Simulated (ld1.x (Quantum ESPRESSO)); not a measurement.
# Cr: one change to a TM potential, before and after

* Element: chromium (Cr)
* Generator: ld1.x (Quantum ESPRESSO) 7.5
* Type: norm-conserving Troullier–Martins (Kleinman–Bylander form)
* Functional: PBEsol
* Relativity: scalar-relativistic
* Frozen core: [Ar]
* Valence charge: 6
* Reference configuration: 3d5 4s1 4p0
* Partial waves: 4s (bound): rc 2.15 bohr; 4p (bound, empty): rc 2.65 bohr; 3d (bound): rc 1.40 bohr
* Local potential: all-electron potential smoothed inside 2.30 bohr (lloc = -1)
* Core correction: none

Change: local potential all-electron potential smoothed inside 1.56 bohr (lloc = -1).

Cutoffs: the cutoffs (Ry, on a coarse ladder) from which the occupation-weighted sum of valence levels, in a spherical-Bessel basis at the reference potential, stays within 10 and 1 mRy of its value at 400 Ry; they do not see the model core or the augmentation charge, which bear on the density cutoff. Errors are all-electron minus pseudo energies relative to the spin-unpolarised reference configuration.

**Question.** How do hardness, ghosts and transferability respond?

**Answer.** The potential gets neither clearly harder nor softer (100 Ry and 120 Ry → 100 Ry and 120 Ry); a bound ghost appears in s, which as a rule spoils a file; of the 7 tests that both files solve, the error grows in 1 and shrinks in 4 by more than 15 % and 0.3 meV (median size 48.1 → 37.7 meV); the range in which the s phases agree widens (upper end 0.8 → 3.0). In the separable form a ghost depends on how the local part lies against the semilocal potential of the channel, so the choice of the local part can create or remove one.

| quantity | base | changed |
| --- | --- | --- |
| cutoff, loose | 100 Ry | 100 Ry |
| cutoff, tight | 120 Ry | 120 Ry |
| bound ghosts | none | s |
| error for 3d5 4s0 4p0, meV [ΔE 6.87 eV] | -6.1 | -5.6 |
| error for 3d4 4s0 4p0, meV [ΔE 22.89 eV] | +5.8 | +38 |
| error for 3d3 4s0 4p0, meV [ΔE 53.59 eV] | -388 | -223 |
| error for 3d5.5 4s0.5 4p0, meV [ΔE 0.72 eV] | -15 | -12 |
| error for 3d2 4s0 4p0, meV [ΔE 101.91 eV] | -1397 | -1069 |
| error for 3d6 4s0 4p0, meV [ΔE 1.73 eV] | -48 | -36 |
| error for 3d4 4s2 4p0, meV [ΔE -0.09 eV] | -96 | -105 |
| s: phases at 2.90 bohr within 0.05 rad from the reference energy up to (Ry; the scan ends near 5) | 0.8 | 3.0 |
| p: phases at 2.90 bohr within 0.05 rad from the reference energy up to (Ry; the scan ends near 5) | 1.1 | 0.4 |
| d: phases at 2.90 bohr within 0.05 rad from the reference energy up to (Ry; the scan ends near 5) | 1.0 | 1.3 |

Base: These tests converged, but a pseudo level misses the all-electron one widely, so the file describes the atom poorly there or has found another state: 3d2 4s0 4p0: empty 4s by 6.9 eV (a node warning on the way). Changed file: These tests converged, but a pseudo level misses the all-electron one widely, so the file describes the atom poorly there or has found another state: 3d2 4s0 4p0: empty 4p by 8.6 eV. A true bound ghost makes a file unfit for plane-wave use even where its test errors are small: the radial tests pick states by their node count and pass the ghost by.
